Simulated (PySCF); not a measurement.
B3LYP has the VWN-RPA correlation part, as in Gaussian. Excitations are Tamm–Dancoff values on a coarser integration grid. The basis has no diffuse functions, so Rydberg states are missing or too high.

Species: CH2OSi, SMILES `O=C=[SiH2]` (charge 0, multiplicity 1).

Question: What HOMO–LUMO gap, brightest of the four lowest singlets (TDA), S1 oscillator strength, dipole moment, HOMO, T1 excitation (TDA), S1 excitation (TDA) and S1–T1 gap (TDA) does PySCF 2.14.0 with B3LYP-D3(BJ)/def2-TZVP give?

Answer: 
The HOMO–LUMO gap is 4.46 eV. The brightest of the four lowest singlets (TDA) comes out as 4.86 eV, the S1 oscillator strength is 0.002 and the dipole moment comes out as 0.086 e·Å. The HOMO comes out as -6.59 eV. The T1 excitation (TDA) is 2.71 eV. The S1 excitation (TDA) is 3.19 eV and the S1–T1 gap (TDA) is 0.48 eV.
